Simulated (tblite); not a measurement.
Compound: C₆H₆N (doublet state).
Bonds: N1–C2, C2–C3 (aromatic), C3–C4 (aromatic), C4–C5 (aromatic), C5–C6 (aromatic), C6–C7 (aromatic), C2–C7 (aromatic). Hydrogens: H8, H9 on N1; H10 on C3; H11 on C4; H12 on C6; H13 on C7.

Structure optimised with GFN2-xTB, isolated species. This method treats the open shell by occupation alone, without spin polarisation.

(1) List the bond lengths and angles at this level.

## Answers

(1) 
| bond | length (Å) | order |
| --- | --- | --- |
| N1–C2 | 1.386 | single |
| C2–C3, C2–C7 | 1.395 | aromatic |
| C3–C4, C6–C7 | 1.390 | aromatic |
| C4–C5, C5–C6 | 1.364 | aromatic |
| N1–H8, N1–H9 | 1.007 | single |
| C3–H10, C7–H13 | 1.081 | single |
| C4–H11, C6–H12 | 1.080 | single |

Bonds in one row agree within 0.01 Å and their mean is given. Orders are formal, as drawn. A selection of angles:
| angle | degrees |
| --- | --- |
| C2–N1–H8 | 115.8 |
| H8–N1–H9 | 113.9 |
| N1–C2–C3 | 120.2 |
| C3–C2–C7 | 119.5 |
| C2–C3–C4 | 120.3 |
| C2–C3–H10 | 119.7 |
| C4–C3–H10 | 120.0 |
| C3–C4–C5 | 117.7 |
| C3–C4–H11 | 120.2 |
| C5–C4–H11 | 122.1 |
| C4–C5–C6 | 124.5 |

N1 (nitrogen bonded to C and 2 H) is pyramidal (angles 115.8°, 115.8° and 113.9°, sum 345.5°, 0.25 Å off the plane of its three neighbours). C2 (carbon bonded to 2 C and N) is planar (angles 120.2°, 120.2° and 119.5°, sum 359.9°, 0.02 Å off the plane of its three neighbours). C3 (carbon bonded to 2 C and H) is planar (angles 120.3°, 120.0° and 119.7°, sum 360.0°, 0.00 Å off the plane of its three neighbours). C4 (carbon bonded to 2 C and H) is planar (angles 122.1°, 120.2° and 117.7°, sum 360.0°, 0.00 Å off the plane of its three neighbours). The 6 C–C bonds span 1.364 Å (C5–C6, aromatic) to 1.395 Å (C2–C7, aromatic), a spread of 0.031 Å. The 7 heavy atoms lie in one plane (0.019 Å rms). The 6-membered ring C2–C3–C4–C5–C6–C7 has internal angles of 117.7° to 124.5° (sum 720°, against 720° for a flat polygon); it is planar, 0.00 Å rms from its mean plane, widest ring torsion 0°.

Point group: Cs (every atom within 0.08 Å of its image). Its GFN2-xTB frequencies are all real (lowest 224 cm⁻¹).

The run took 0.12 s wall on one thread of an Arm Neoverse V2, shared host. This is the geometry optimisation.

The numbers are calculated, not measured.
